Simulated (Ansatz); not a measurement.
**doublet Li: levels of theory in one basis**

A single Li atom.

Basis set: cc-pCVTZ (spherical functions). All electrons are correlated. Correlation on ROHF uses semicanonical orbitals with singles. Charge 0, multiplicity 2.

Computed with Ansatz (development build ahead of 0.2.0); each method stands on the lowest determinant of its kind that the runs found.

| method | E − E(ROHF) (eV) | <S²> of the determinant |
| --- | --- | --- |
| ROHF | 0.00 | 0.75 |
| UHF | 0.00 | 0.75 |
| ROHF-CCSD | -1.13 | – |
| ROHF-CCSD(T) | -1.13 | – |
| UHF-BCCD(T) | -1.13 | 0.75 |

**Question.** What does ROHF-MP2 give on the same scale?

**Answer.** -1.01 eV.

**Question.** Is a single determinant a sound starting point here?

**Answer.** By this sign, yes. Unrestricted orbitals gain 0.00 eV and <S²> is 0.75 against 0.75 for a pure state.
